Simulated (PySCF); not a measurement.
Isomers of C5H11F3NP.

All values: PBE0/pcSseg-1 (PySCF) at GFN2-xTB geometries, gas phase, one conformer each.

(1) Rank by the highest IAO charge on any atom, highest value first.
A. `[CH3:1][P:2]([CH3:3])(=[NH:4])[CH2:5][CH2:6][C:7]([F:8])([F:9])[F:10]` with C1–P2–C5–C6 110°, P2–C5–C6–C7 -78°
B. `[CH3:1][CH2:2][CH2:3][P@@:4]([CH3:5])(=[NH:6])[C:7]([F:8])([F:9])[F:10]` with C1–C2–C3–P4 172°, C2–C3–P4–C5 178°
C. `[CH3:1][N:2]([CH3:3])[CH2:4][P:5]([CH3:6])[C:7]([F:8])([F:9])[F:10]` with C1–N2–C4–P5 70°, N2–C4–P5–C6 64°

(2) Rank by the lowest Hirshfeld charge on any atom, highest value first.
A. `[CH3:1][P:2]([CH3:3])(=[NH:4])[CH2:5][CH2:6][C:7]([F:8])([F:9])[F:10]` with C1–P2–C5–C6 110°, P2–C5–C6–C7 -78°
B. `[CH3:1][NH:2][P:3]([CH:4]([CH3:5])[CH3:6])[C:7]([F:8])([F:9])[F:10]` with C1–N2–P3–C4 -169°, N2–P3–C4–C5 69°
C. `[CH3:1][N:2]([CH3:3])[CH2:4][P:5]([CH3:6])[C:7]([F:8])([F:9])[F:10]` with C1–N2–C4–P5 70°, N2–C4–P5–C6 64°
D. `[CH3:1][CH2:2][CH2:3][P@@:4]([CH3:5])(=[NH:6])[C:7]([F:8])([F:9])[F:10]` with C1–C2–C3–P4 172°, C2–C3–P4–C5 178°

(3) Rank by dipole moment, highest first.
A. `[CH3:1][CH2:2][CH2:3][P@@:4]([CH3:5])(=[NH:6])[C:7]([F:8])([F:9])[F:10]` with C1–C2–C3–P4 172°, C2–C3–P4–C5 178°
B. `[CH3:1][NH:2][P:3]([CH:4]([CH3:5])[CH3:6])[C:7]([F:8])([F:9])[F:10]` with C1–N2–P3–C4 -169°, N2–P3–C4–C5 69°
C. `[CH3:1][P:2]([CH3:3])(=[NH:4])[CH2:5][CH2:6][C:7]([F:8])([F:9])[F:10]` with C1–P2–C5–C6 110°, P2–C5–C6–C7 -78°

## Answers

(1) A (+1.351 e), B (+1.318 e), C (+0.624 e).

(2) C (-0.170 e), B (-0.185 e), D (-0.390 e), A (-0.418 e).

(3) C (3.24 D), A (2.91 D), B (2.21 D).

All values together:

```tsv
SMILES	μ (D)	HOMO (eV)	LUMO (eV)	lowest IAO charge (e)	highest IAO charge (e)	lowest Hirshfeld charge (e)	highest Hirshfeld charge (e)
CN(C)CP(C)C(F)(F)F	2.89	-6.57	0.36	-0.612 (C)	+0.624 (C)	-0.170 (C)	+0.209 (C)
CNP(C(C)C)C(F)(F)F	2.21	-7.18	0.50	-0.599 (N)	+0.611 (P)	-0.185 (N)	+0.196 (C)
CCC[P@@](C)(=N)C(F)(F)F	2.91	-6.92	1.03	-0.972 (N)	+1.318 (P)	-0.390 (N)	+0.382 (P)
CP(C)(=N)CCC(F)(F)F	3.24	-6.41	0.93	-1.003 (N)	+1.351 (P)	-0.418 (N)	+0.402 (P)
```

Conformers: `[CH3:1][N:2]([CH3:3])[CH2:4][P:5]([CH3:6])[C:7]([F:8])([F:9])[F:10]` with C1–N2–C4–P5 70°, N2–C4–P5–C6 64°; `[CH3:1][NH:2][P:3]([CH:4]([CH3:5])[CH3:6])[C:7]([F:8])([F:9])[F:10]` with C1–N2–P3–C4 -169°, N2–P3–C4–C5 69°; `[CH3:1][CH2:2][CH2:3][P@@:4]([CH3:5])(=[NH:6])[C:7]([F:8])([F:9])[F:10]` with C1–C2–C3–P4 172°, C2–C3–P4–C5 178°; `[CH3:1][P:2]([CH3:3])(=[NH:4])[CH2:5][CH2:6][C:7]([F:8])([F:9])[F:10]` with C1–P2–C5–C6 110°, P2–C5–C6–C7 -78°.
